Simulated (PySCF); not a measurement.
Isomers C3H13OPSi2:

A. SMILES CO[Si@@](C)(P)[SiH2]C
B. `CC(C)[Si@@H](P)O[SiH3]`
C. SMILES CC(C)O[Si@@H]([SiH3])P

Spectrum 1. ¹³C{¹H} NMR (computed): δ 53.4 (CH3), 0.3 (CH3), -11.4 (CH3).

Spectrum 2. ¹³C{¹H} NMR (computed): δ 71.2 (CH), 26.9 (CH3), 25.4 (CH3).

Spectrum 3. ¹³C{¹H} NMR (computed): δ 17.9 (CH), 17.5 (CH3), 16.7 (CH3).

Theory: NMR shieldings at PBE0/pcSseg-1/GIAO, coordinates at the PBE0-D3(BJ)/def2-SVP level, in PySCF 2.14.0 with density-fitted response routines (one conformer, non-relativistic Hamiltonian, in vacuum, fast rotation and ring inversion assumed for equivalent nuclei).

Chemical shifts δ = σref − σ; ¹³C against TMS, all at this level. Splittings of carbon signals by F and P are missing where no couplings were computed. Shifts are as computed. Against solution values, carbons near 30 ppm lie about +2 ppm off and those near 130 ppm about +5 ppm. Of 1211 compounds with measured shifts, 218 miss one by over three times the rms of a fit or turn the order of signals round; such compounds aren't used in these exercises.

Which spectrum belongs to which compound?

## Answers

1–A, 2–C, 3–B.

- Spectrum 1 (A): 3 ¹³C signals; δC 53.4 is a methyl carbon bonded to O; δC 0.3 is a methyl carbon bonded to Si.
- Spectrum 2 (C): 3 ¹³C signals; δC 71.2 is an sp3 CH bonded to O; δC 26.9 is a methyl carbon.
- Spectrum 3 (B): 3 ¹³C signals; δC 17.5 is a methyl carbon; δC 16.7 is a methyl carbon.
